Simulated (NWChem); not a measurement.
System: GeNH₅O; SMILES [NH2][GeH2][OH]

Input file for NWChem:

```
start job
memory heap 200 mb stack 900 mb global 1100 mb
geometry units angstroms noautoz
  Ge    -0.327368     0.021432     0.000000
  N      0.637924    -1.517049     0.000000
  O      0.799072     1.412246     0.000000
  H     -1.183178     0.050735     1.280826
  H     -1.183178     0.050735    -1.280826
  H      1.212494    -1.659627    -0.826069
  H      1.212494    -1.659627     0.826069
  H      0.352851     2.265707     0.000000
end
basis spherical
  * library 6-31g*
end
dft
  xc m05-2x
  iterations 150
  mulliken
end
task dft energy
```

Coordinates come from a PBE0/def2-SVP optimisation.

Problem. What results follow from this input? (M05-2X/6-31G* (spherical d).) Quantities: energy (Ha); highest occupied level (eV); orbital gap (eV); dipole (D).

Solution. 
```json
{
  "energy (Ha)": "-2209.61",
  "highest occupied level (eV)": "-8.94",
  "orbital gap (eV)": "10.85",
  "dipole (D)": "0.71"
}
```
